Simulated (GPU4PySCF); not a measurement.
**Computed properties of N-phenylbenzimidazole (C13H10N2), SMILES c1ccc(-n2cnc3ccccc32)cc1**

C13H10N2, SMILES c1ccc(-n2cnc3ccccc32)cc1. The structure is a stationary point at r2SCAN-D4/def2-TZVP. One conformer was computed; it need not be the lowest. All values are computed for the isolated molecule unless a solvent is named; none is compared with measurement here.

**Structure.** All 69 harmonic modes at r2SCAN-D4/def2-TZVP (GPU4PySCF) are real, so it is a minimum. With heavy atoms numbered as in [cH:1]1[cH:2][cH:3][c:4](-[n:5]2[cH:6][n:7][c:8]3[cH:9][cH:10][cH:11][cH:12][c:13]23)[cH:14][cH:15]1, the shortest bond between them is C6–N7 at 1.302 Å and the longest C8–C13 at 1.413 Å.

**Vibrations.** The strongest infrared lines (harmonic, unscaled, degenerate partners summed) lie at 1529 cm⁻¹ (135 km/mol, C 60 %, H 34 %), 1520 cm⁻¹ (87 km/mol, C 60 %, N 27 %, H 12 %), 1475 cm⁻¹ (73 km/mol, C 62 %, H 30 %). The softest mode is at 57 cm⁻¹ and the zero-point energy is 124.3 kcal/mol.

**Electronic structure.** B3LYP/def2-TZVPD (GPU4PySCF) places the frontier levels at -6.29 and -1.12 eV, a gap of 5.17 eV, and gives a dipole moment of 3.68 D and a mean polarisability of 169.3 bohr³. PBE/def2-TZVPD (GPU4PySCF) at the same geometry gives -5.58 and -1.82 eV, so its gap is 1.41 eV narrower. An orbital gap is neither the optical nor the fundamental gap.

**Excitations.** TDDFT-ωB97X/def2-SVPD (GPU4PySCF) has S1 at 5.12 eV (242 nm, f = 0.052, bright); the most intense of the 12 singlets computed lies at 5.60 eV (f = 0.35). T1 (TDA) is at 3.85 eV. TDDFT-PBE/def2-SVPD (GPU4PySCF) puts S1 at 3.97 eV. No vertical singlet excitation falls in the visible range (under 3.1 eV).

**NMR.** GIAO shifts at B3LYP/pcSseg-1 (GPU4PySCF) (non-relativistic, atoms alike by connectivity averaged): ¹³C from 114.7 to 153.2 ppm against TMS; ¹H from 7.5 to 8.1 ppm against TMS.

**Solvation.** SMD-B3LYP/6-31G* (GPU4PySCF) gives -6.8 kcal/mol in water, -10.6 kcal/mol in 1-octanol, -14.1 kcal/mol in acetone, -14.1 kcal/mol in acetonitrile (1 M in both phases, gas-phase geometry); of these solvents acetonitrile holds the molecule best.
